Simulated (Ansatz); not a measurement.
`C[S][Mg][Cl]` + HCl → `[Cl][Mg][Cl]` + CH₃SH at 298.15 K and 1 bar (ligand exchange at a Mg–S bond).

Program: Ansatz. Geometries: PBE0-D4/def2-TZVP. ΔE: electronic, gas phase. CCSD(T)/CBS is the MP2 limit (def2-TZVPP, def2-QZVPP) plus CCSD(T) − MP2 in def2-TZVPP, frozen cores. This one scheme is used for every species. For Mg outer-core shells are correlated without core-valence functions, which leaves a few kJ/mol of doubt a bond. One conformer a species, not always the lowest.

```json
{"species": "`C[S][Mg][Cl]`", "CCSD(T)/CBS energy (Eh)": "-1097.42002", "H − E (kJ/mol)": "125.1", "S (J/(mol·K))": "350.2"}
{"species": "HCl", "CCSD(T)/CBS energy (Eh)": "-460.38127", "H − E (kJ/mol)": "26.6", "S (J/(mol·K))": "186.8"}
{"species": "`[Cl][Mg][Cl]`", "CCSD(T)/CBS energy (Eh)": "-1119.60463", "H − E (kJ/mol)": "20.8", "S (J/(mol·K))": "271.9"}
{"species": "CH₃SH", "CCSD(T)/CBS energy (Eh)": "-438.22835", "H − E (kJ/mol)": "133.0", "S (J/(mol·K))": "253.2"}
```

H − E and S are ideal-gas, rigid-rotor, harmonic terms from PBE0-D4/def2-TZVP, for one conformer and one mirror image of each species. 1 Eh = 2625.50 kJ/mol, R = 8.31446 J/(mol·K).

**Question.** By hand: ΔE, ΔH, ΔS and ΔG.

**Answer.** ΔE = (-1119.60463) + (-438.22835) − (-1097.42002) − (-460.38127) = -0.03169 Eh = -83.2 kJ/mol. Δ(H − E) = 20.8 + 133.0 − 125.1 − 26.6 = 2.1, so ΔH = -81.1 kJ/mol. ΔS = 271.9 + 253.2 − 350.2 − 186.8 = -11.9 J/(mol·K). ΔG = -81.1 − 298.15 × (-11.9)/1000 = -77.6 kJ/mol.

**Question.** By hand: the equilibrium constant, and the temperature at which ΔG would vanish if ΔH and ΔS stayed fixed.

**Answer.** log₁₀ K = −ΔG/(RT ln 10) = 13.6. ΔG = 0 at ΔH/ΔS = 6815 K, far beyond where these terms or the molecules hold.

The number of gas molecules stays the same, so ΔS is small and ΔH decides. A doubt of 5 kJ/mol in ΔE shifts log₁₀ K by 0.9 here. Other conformers and mirror images would add mixing entropy, several J/(mol·K) or more a flexible species. These are equilibria of isolated gas molecules and say nothing of rates. Largest T1 diagnostic: 0.009 (customary marks: 0.02 for closed shells, 0.045 for open ones).
